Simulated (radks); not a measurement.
Values are calculated unless marked as measured or tabulated.
The iodine anion I-, [Xe], held by a Watson sphere: a shell of charge +1.38 at radius R that stands for the Madelung well of a crystal (potential energy -1.38/R inside, -1.38/r outside, in hartree with lengths in bohr). Code: a radial shooting solver on a logarithmic mesh with Libxc functionals. Model: scalar-relativistic Kohn-Sham, LB94 model potential, spin-polarised, spherical densities, finite nucleus; Fermi nuclear charge, rms radius of each element as measured or else 0.836 A^(1/3) + 0.57 fm. Response by self-consistent Sternheimer equations with the Hartree and adiabatic LDA kernel, the relativistic mass of each level held fixed and spin-orbit coupling left out. The sphere does not respond.

R (bohr)  e(4d) (eV)  e(5s) (eV)  e(5p) (eV)  <r> 5p (bohr)  sum of <r^2> (bohr^2)  X-ray form factor at sin(theta)/lambda = 0.1 1/angstrom  alpha (bohr^3)
2.81         -59.526     -25.193     -14.672          2.451                  67.46                                                   49.790           33.25
2.82         -59.508     -25.170     -14.653          2.453                  67.51                                                   49.788           33.35
2.97         -59.244     -24.840     -14.365          2.471                  68.23                                                   49.758           34.85
3.86         -57.777     -23.121     -12.734          2.550                  71.47                                                   49.639           43.56
4.06         -57.471     -22.786     -12.401          2.561                  71.98                                                   49.623           45.34
4.21         -57.248     -22.546     -12.161          2.569                  72.32                                                   49.613           46.60
5.44         -55.665     -20.903     -10.509          2.604                  74.04                                                   49.568           54.55
